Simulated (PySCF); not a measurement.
## What an electron can do to GaCl

PBE in PySCF with def2-TZVPPD on every atom, for the lowest determinant that a PBE0 search found; no spin–orbit coupling.

```
species  state (unpaired electrons)  Re (Å)  ωe (cm⁻¹)  energy of the minimum from the neutral (eV)  De (eV)  dissociates to
   GaCl      singlet (closed shell)   2.237        350                                         0.00     4.97         Ga + Cl
  GaCl⁺               doublet (σ ↑)   2.115        399                                         9.76     1.19        Ga⁺ + Cl
  GaCl⁻               doublet (π ↑)   2.425        232                                        -0.10     1.41        Ga + Cl⁻
```

Problem. Work out the lowest energy to break GaCl into atoms, from its vibrational ground state.

Solution. D0 = De − ωe/2 = 4.97 − 0.02 = 4.95 eV (PBE/def2-TZVPPD).

Problem. Work out the ionisation energy of the Ga atom at this level and the threshold of dissociative ionisation.

Solution. IE(Ga) = 9.76 + 1.19 − 4.97 = 5.98 eV, so Ga⁺ + Cl + e⁻ appears at D0 + IE(Ga) = 10.93 eV (PBE/def2-TZVPPD). The measured IE(Ga) is 5.999 eV (NIST ASD).

Problem. Work out the electron affinity of the Cl atom and the threshold of dissociative attachment.

Solution. EA(Cl) = 4.97 − 1.41 − (-0.10) = 3.66 eV, so Ga + Cl⁻ needs D0 − EA(Cl) = 1.29 eV (PBE/def2-TZVPPD). The measured EA(Cl) is 3.613 eV.

Problem. At which energy does ion-pair formation open?

Solution. Ga⁺ + Cl⁻ lies at D0 + IE(Ga) − EA(Cl) = 7.27 eV (PBE/def2-TZVPPD).

These are thermodynamic thresholds; the onsets seen under electron impact lie higher where the geometry changes, and cross-sections peak well above them.

For an ion De counts to the pair picked by the measured ionisation energies or electron affinities, which need not be the lowest pair at this level. The highest Kohn–Sham level is positive in this anion. Much of that is self-interaction error, but it also means that the finite basis helps to hold the extra electron. States were picked by a PBE0 search and need not be the measured ground states.
